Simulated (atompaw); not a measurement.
**What one change does to a pseudopotential (S (Z = 16), PAW (atompaw))**

- Element: sulfur (S)
- Generator: atompaw 4.2.0.5
- Type: PAW
- Functional: PBE
- Relativity: scalar-relativistic
- Frozen core: [Ne]
- Valence charge: 6
- Reference configuration: 3s1.75 3p4.25
- Partial waves: 3s (bound): rc 1.60 bohr; 3s channel at -0.35 Ry: rc 2.00 bohr; 3p (bound): rc 2.00 bohr; 3p channel at 0.9 Ry: rc 2.00 bohr
- Local potential: troulliermartins scheme with l = 2 at 1 Ry, radius 1.85 bohr
- Core correction: smooth core density matched at 1.60 bohr
- Augmentation charge: besselshape compensation charge, radius 1.70 bohr; PAW radius 2.00 bohr; waves and projectors: custom polynom2 7 10 vanderbiltortho

All-electron outer shells of the reference configuration (PBE, scalar-relativistic, ld1.x):

```tsv
shell	level (eV)	outermost node (bohr)	outermost maximum (bohr)
2s	-212.08	0.13	0.39
2p	-156.87	–	0.33
3s	-17.43	0.60	1.40
3p	-7.15	0.58	1.59
```

Change: all radii scaled by about 0.87 (s 1.40, p 1.74 bohr); local potential troulliermartins scheme with l = 2 at 1 Ry, radius 1.62 bohr; augmentation besselshape compensation charge, radius 1.48 bohr; PAW radius 1.74 bohr; waves and projectors: custom polynom2 7 10 vanderbiltortho; core correction smooth core density matched at 1.40 bohr.

Cutoffs: the cutoffs (Ry, on a coarse ladder) from which the occupation-weighted sum of valence levels, in a spherical-Bessel basis at the reference potential, stays within 10 and 1 mRy of its value at 400 Ry; they do not see the model core or the augmentation charge, which bear on the density cutoff.

**Question.** What does the change do?

**Answer.** The potential gets harder (15 Ry and 21 Ry → 18 Ry and 25 Ry); neither file shows a bound ghost. A smaller radius makes the pseudo-wave follow the all-electron one further in, where it bends more sharply, so more plane waves are needed.

```csv
quantity,base,changed
"cutoff, loose",15 Ry,18 Ry
"cutoff, tight",21 Ry,25 Ry
loose cutoff by channel (10 mRy a level),"s 6 Ry, p 12 Ry","s 12 Ry, p 12 Ry"
bound ghosts,none,none
lowest overlap eigenvalue by channel,"s 0.10, p 0.40","s 0.06, p 0.70"
```

 The cutoffs see the waves, projectors and local potential, not the compensation charge or the core.
